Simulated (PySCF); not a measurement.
An unknown is described by computed data only.

Formula: C5H10BNO2.

| Item | Value |
| --- | --- |
| UV, first state | lowest singlet excitation: 4.89 eV (254 nm, f = 0.002) [TDDFT CAM-B3LYP/def2-SVPD] |
| Rotational structure | rotational constants A, B, C: 3.806, 1.013, 0.859 GHz [PBE0-D3(BJ)/def2-SVP] |
| Valence photoelectron | vertical ionisation energy: 9.38 eV [ΔSCF CAM-B3LYP/def2-SVPD] |
| 1H NMR | chemical shifts (computed TMS as zero) by class: 7.74 (1 H), 5.07 (1 H), 4.27 (1 H), 4.14 (1 H), 4.08 (1 H), 3.48 (3 H), 1.57 (1 H), 1.50 (1 H) ppm [GIAO PBE/pcSseg-1] |
| NMR, other nuclei | isotropic shieldings of nuclei other than C and H, by class: 73 (1 B), -109 (1 N), 175 (1 O), 188 (1 O) ppm [GIAO PBE/pcSseg-1] |
| Polarisability | 85.1 au [CAM-B3LYP/def2-SVPD] |
| 13C NMR | chemical shifts (computed TMS as zero) by class: 172.0 (1 C), 68.4 (1 C), 64.2 (1 C), 42.4 (1 C), 31.6 (1 C) ppm [GIAO PBE/pcSseg-1] |
| Triplet | lowest triplet excitation (Tamm–Dancoff): 4.11 eV [TDA CAM-B3LYP/def2-SVPD] |

Gas-phase values; electronic properties from PySCF, density fitting. Levels stand in brackets. Isolated species at its PBE0-D3(BJ)/def2-SVP geometry (one conformer only). NMR classes are plain means over equivalent atoms (diastereotopic ones count apart unless rotation or inversion swaps them), as if these changed places fast.

Task: Give a SMILES that accounts for the data.

Result: Numbering: `[CH3:1]/[N:2]=[CH:3]\[C@@H:4]1[CH2:5][CH2:6][O:7][BH:8][O:9]1`. 5 carbons fall into 5 classes; from least to most shielded: imine carbon [C3] (172.0 ppm), ring sp3 carbon bound to oxygen [C4] (68.4 ppm), ring sp3 carbon bound to oxygen [C6] (64.2 ppm), N-methyl carbon [C1] (42.4 ppm), ring CH2 carbon [C5] (31.6 ppm). Hydrogen classes from least to most shielded: 1 H on an imine carbon, C3 (7.74 ppm), 1 H on an sp3 carbon bound to oxygen, C4 (5.07 ppm), 1 H on a three-coordinate boron, B8 (4.27 ppm), 1 H on an sp3 carbon bound to oxygen, C6 (4.14 ppm), 1 H on an sp3 carbon bound to oxygen, C6 (4.08 ppm), 3 H on an N-methyl carbon, C1 (3.48 ppm), 1 H on a ring CH2 carbon, C5 (1.57 ppm), 1 H on a ring CH2 carbon, C5 (1.50 ppm). The other shieldings belong to: 73 ppm, three-coordinate boron [B8]; -109 ppm, imine nitrogen [N2]; 175 ppm, boron-bound oxygen [O9]; 188 ppm, boron-bound oxygen [O7]. The first electron is taken from the HOMO, whose largest Löwdin shares are 0.53 on the imine nitrogen, 0.12 on the imine carbon, 0.11 on the N-methyl carbon and 0.07 on an sp3 carbon bound to oxygen. The optimised geometry has point group C1 and is an asymmetric top. Structure: `C/N=C\[C@@H]1CCOBO1`. Computed isomers that give other values at the same levels: `N[C@]12C[C@](B(O)O)(C1)C2` (smallest rotational constant: 0.918 GHz; this holds for the one conformer computed). The assignments are read from this structure; whether some other isomer fits the data as well wasn't checked. The mirror image fits equally.
